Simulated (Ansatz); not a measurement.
`B[SiH2]BO` → `BBO` + `[SiH2]` at 700 K and 1 bar (silylene formation by 1,1-elimination).

Program: Ansatz. Geometries: PBE0-D4/def2-TZVP. ΔE: electronic, gas phase. CCSD(T)/CBS is the MP2 limit (def2-TZVPP, def2-QZVPP) plus CCSD(T) − MP2 in def2-TZVPP, frozen cores. This one scheme is used for every species. Each species was taken in one conformer, which may not be the lowest.

```
    species  CCSD(T)/CBS energy (Eh)  H − E (kJ/mol)  S (J/(mol·K))
`B[SiH2]BO`               -417.44038           245.9          452.3
      `BBO`               -127.16606           173.8          343.9
   `[SiH2]`               -290.19011            56.3          240.4
```

H − E and S are ideal-gas, rigid-rotor, harmonic terms from PBE0-D4/def2-TZVP, for one conformer and one mirror image of each species. 1 Eh = 2625.50 kJ/mol, R = 8.31446 J/(mol·K).

By hand: ΔE, ΔH, ΔS and ΔG.

ΔE = (-127.16606) + (-290.19011) − (-417.44038) = 0.08421 Eh = 221.1 kJ/mol. Δ(H − E) = 173.8 + 56.3 − 245.9 = -15.8, so ΔH = 205.3 kJ/mol. ΔS = 343.9 + 240.4 − 452.3 = 132.0 J/(mol·K). ΔG = 205.3 − 700 × (132.0)/1000 = 112.9 kJ/mol.

By hand: the equilibrium constant, and the temperature at which ΔG would vanish if ΔH and ΔS stayed fixed.

log₁₀ K = −ΔG/(RT ln 10) = -8.4. ΔG = 0 at ΔH/ΔS = 1555 K.

The number of gas molecules changes by +1, which sets the sign of ΔS. A doubt of 5 kJ/mol in ΔE shifts log₁₀ K by 0.4 here. Other conformers and mirror images would add mixing entropy, several J/(mol·K) or more a flexible species. Modes under 60 cm⁻¹, often nearly free rotors, make the harmonic entropy too high. These are equilibria of isolated gas molecules and say nothing of rates. Largest T1 diagnostic: 0.016 (customary marks: 0.02 for closed shells, 0.045 for open ones).
